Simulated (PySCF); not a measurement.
# As²⁺ (arsenic, charge +2) across methods

[Ar] 3d10 4s2 4p1, 2P determinant. All numbers are calculated (PySCF 2.14, no relativity, point nucleus, in def2-QZVPPD (12s7p5d4f1g, 95 functions)).

```tsv
method	E (hartree)	mean ε 4s α (eV)	mean ε 4s β (eV)	mean ε 4p α (eV)	Σ⟨r²⟩ (bohr²)	⟨S²⟩
UHF	-2233.23162	-38.356	-35.597	-27.797	22.77	0.759
PBE	-2234.477	-33.238	-32.256	-23.200	22.53	0.752
LC-wPBE	-2234.501	-37.967	-36.431	-27.478	22.48	0.754
PBEsol	-2232.920	-33.277	-32.268	-23.176	22.50	0.752
r2SCAN	-2234.788	-33.666	-32.513	-23.659	22.48	0.754
LDA	-2231.516	-33.539	-32.663	-23.220	22.47	0.751
BP86	-2235.075	-33.404	-32.482	-23.300	22.47	0.752
wB97X-V	-2234.610	-37.296	-35.951	-26.822	22.58	0.752
```

Question: Estimate the same row for PBE0.

Answer: E (hartree) = -2234.539; mean ε 4s α (eV) = -34.740; mean ε 4s β (eV) = -33.371; mean ε 4p α (eV) = -24.523; Σ⟨r²⟩ (bohr²) = 22.53; ⟨S²⟩ = 0.753.
